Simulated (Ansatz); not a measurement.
Basis sets compared for In₂₀⁺ (relaxed from a model of In20 flat piece, whose bonding it doesn't keep). Charge 1, multiplicity 2. Geometry PBE-D4/def2-SVP, loosely relaxed. Ansatz on 5 threads of AMD EPYC 7R13 on a shared host and a share (37 GiB) of an NVIDIA H100 80GB HBM3; times are rough, and most runs start from earlier orbitals.

```tsv
atom	x (Å)	y (Å)	z (Å)
In1	1.480	-0.453	3.951
In2	1.699	-2.122	1.272
In3	-0.820	-2.346	4.275
In4	-1.223	-0.585	1.779
In5	-3.555	-3.364	3.153
In6	3.929	0.317	2.040
In7	1.850	-0.151	-0.934
In8	0.951	1.572	1.583
In9	-0.510	-2.083	-1.171
In10	-0.555	-3.987	1.443
In11	3.466	2.355	-0.276
In12	0.683	3.273	-1.472
In13	-1.232	1.230	-0.546
In14	-2.918	-0.478	-2.592
In15	-3.144	-2.587	0.164
In16	3.599	4.482	-2.674
In17	2.541	1.651	-3.613
In18	0.061	0.042	-3.401
In19	-2.003	2.803	-3.276
In20	-4.297	0.430	0.295
```

In the def2 sets In takes a core potential; there is no spin–orbit coupling. Single mean-field runs in def2-SVP, def2-TZVP are fitted with def2-universal-jkfit. The geometry of the charge 1 doublet is only loosely relaxed.

```json
{"level": "PBE-D4/def2-SVP", "functions": "520", "energy (Eh)": "-3803.5187", "HOMO (eV)": "-6.56", "LUMO (eV)": "-6.40", "wall time": "21 s"}
{"level": "PBE0-D4/def2-SVP", "functions": "520", "energy (Eh)": "-3803.4103", "HOMO (eV)": "-7.04", "LUMO (eV)": "-6.06", "wall time": "40 s"}
```

Problem. Estimate the rows for PBE-D4/def2-TZVP (with forces), PBE0-D4/def2-TZVP.

Solution. 
| level | functions | energy (Eh) | HOMO (eV) | LUMO (eV) | wall time |
| --- | --- | --- | --- | --- | --- |
| PBE-D4/def2-TZVP (with forces) | 1000 | -3803.6346 | -6.54 | -6.38 | 27 s |
| PBE0-D4/def2-TZVP | 1000 | -3803.5105 | -7.01 | -6.02 | 37 s |
